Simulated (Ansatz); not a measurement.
Molecule: ZnH (charge +1, singlet). 
Geometry from a B3LYP-D3(BJ)/def2-TZVP (Ansatz, a program for electronic structure) optimisation:
SMILES: [ZnH+]
```xyz
2

Zn     0.0000     0.0000    -0.0496
H      0.0000     0.0000     1.4885
```
Charge +1, spin multiplicity 1.

Total electronic energies in hartree. Correlated levels leave the core frozen unless marked. No spin-orbit coupling. The frozen core is the preceding noble-gas configuration, with the filled d and f shells of earlier blocks. Non-relativistic. CBS(X,Y): correlation extrapolated as X^-3; Hartree-Fock from the larger set. The bracket is a focal-point correction in the basis named.

| level | program | energy (Eh) |
|---|---|---|
| HF/def2-QZVPP | Ansatz | -1778.11159 |
| HF/def2-QZVPPD | Ansatz | -1778.11159 |
| RI-HF/def2-TZVPP | Ansatz | -1778.07009 |
| BLYP/def2-TZVPD | Ansatz | -1779.73484 |
| PBE0/STO-3G | Ansatz | -1758.68966 |
| HSE06-D4/def2-TZVPD | Ansatz + dftd4 | -1779.39468 |
| CAM-B3LYP/def2-TZVPD | Ansatz | -1779.75286 |
| B2PLYP/def2-TZVPD | Ansatz | -1779.34134 |
| MP2/def2-QZVPP | Ansatz | -1778.62310 |
| RI-MP2/def2-TZVPPD | Ansatz | -1778.55068 |
| SCS-MP2/def2-TZVPPD | Ansatz | -1778.50033 |
| CCSD/def2-QZVPPD | Ansatz | -1778.58395 |
| CCSD/CBS(def2-TZVPPD,def2-QZVPPD) | Ansatz | -1778.6042 |
| RI-MP2/CBS(def2-TZVPPD,def2-QZVPPD)+[CCSD(T)-MP2]/def2-QZVPPD | Ansatz | -1778.6215 |
| CCSD(T)/CBS(def2-TZVPPD,def2-QZVPPD) | Ansatz | -1778.6216 |

Totals of different functionals don't rank their quality; only differences between species are comparable.
